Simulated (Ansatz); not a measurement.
C3H7Al, SMILES `[CH3][Al]1[CH2][CH2]1`, relaxed with RKS PBE0-D4/def2-TZVP in the Gaussian-basis code of Ansatz from a PBE-D4/def2-SVP geometry. The force threshold is 0.005 eV/Å; the program also tests the step.

The species carries charge 0 and has multiplicity 1.

Start:

```xyz
11

C    -0.885    0.523    2.009
Al   -0.106    0.100    0.262
C     1.201   -0.665   -0.939
C    -0.044    0.012   -1.667
H    -1.549    1.410    1.972
H    -0.106    0.690    2.781
H    -1.500   -0.339    2.346
H     1.318   -1.753   -1.106
H     2.171   -0.160   -1.118
H    -0.695   -0.694   -2.221
H     0.194    0.876   -2.319
```

| step | energy (eV) | largest force (eV/Å) | largest move (Å) |
| --- | --- | --- | --- |
| 1 | -9814.9873 | 0.584 | 0.000 |
| 2 | -9815.0316 | 0.211 | 0.025 |
| 3 | -9815.0373 | 0.034 | 0.020 |
| 4 | -9815.0376 | 0.027 | 0.007 |
| 5 | -9815.0377 | 0.014 | 0.002 |
| 6 | -9815.0378 | 0.016 | 0.008 |
| 7 | -9815.0378 | 0.015 | 0.006 |
| 8 | -9815.0379 | 0.002 | 0.009 |

End:

```xyz
11

C    -0.877    0.514    1.988
Al   -0.107    0.084    0.257
C     1.195   -0.657   -0.921
C    -0.056    0.010   -1.646
H    -1.528    1.389    1.938
H    -0.105    0.692    2.741
H    -1.484   -0.328    2.336
H     1.295   -1.728   -1.089
H     2.145   -0.165   -1.123
H    -0.667   -0.686   -2.219
H     0.188    0.875   -2.261
```

Hardware: 2 threads of an Arm Neoverse V1 on a shared host. Wall time 38 s, peak host memory 0.37 GiB.
